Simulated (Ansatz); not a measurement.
Ideal-gas functions of `[OH][Zr]([OH])([I])[I]` at 400 K and 1 bar, from an Ansatz frequency run at PBE0-D4/def2-TZVP.

Molar mass 379.05 g/mol, point group C2v (symmetry number 2), electronic degeneracy 1, moments of inertia 407.896, 1365.274, 1598.222 u Å². Harmonic wavenumbers (cm⁻¹, unscaled): 49, 96, 119, 120, 149, 157, 218, 246, 260, 299, 305, 743, 749, 3986, 3990.

Use S(trans) = R[1.5 ln M + 2.5 ln T − 1.1517]; rotational temperatures θ = 24.2544 K / I; S(rot) = R[ln(√π/σ · √(T³/θAθBθC)) + 1.5]; for each mode x = 1.438777 ν̃/T, S = R[x/(eˣ − 1) − ln(1 − e⁻ˣ)] and H = RT x/(eˣ − 1); 1 cm⁻¹ = 0.0119627 kJ/mol; R = 8.31446 J/(mol·K).

Question: By hand: the entropy, in J/(mol·K).

Answer: Translation 189.0. Rotation: θ = 0.0595, 0.0178, 0.0152 K, giving 132.1. Vibration, mode by mode: 22.76, 17.20, 15.43, 15.36, 13.60, 13.18, 10.55, 9.60, 9.17, 8.10, 7.95, 2.24, 2.21, 0.00, 0.00, in all 147.3. Electronic 0.0. Sum 468.4 J/(mol·K).

Question: By hand: H − E and G − E in kJ/mol, counted from the electronic energy.

Answer: Zero-point energy ½ × 11486 × 0.0119627 = 68.7; thermal vibration 27.4; translation, rotation and pV give 4 RT = 13.3. H − E = 109.4 kJ/mol, and G − E = 109.4 − 400 × 468.4/1000 = -78.0 kJ/mol.

Vibration gives 31 % of the entropy, 84.4 J/(mol·K) of it from the modes under 150 cm⁻¹: soft modes count most, and the harmonic formula is weakest for them. The sum counts one conformer and one mirror image; others add a mixing term.
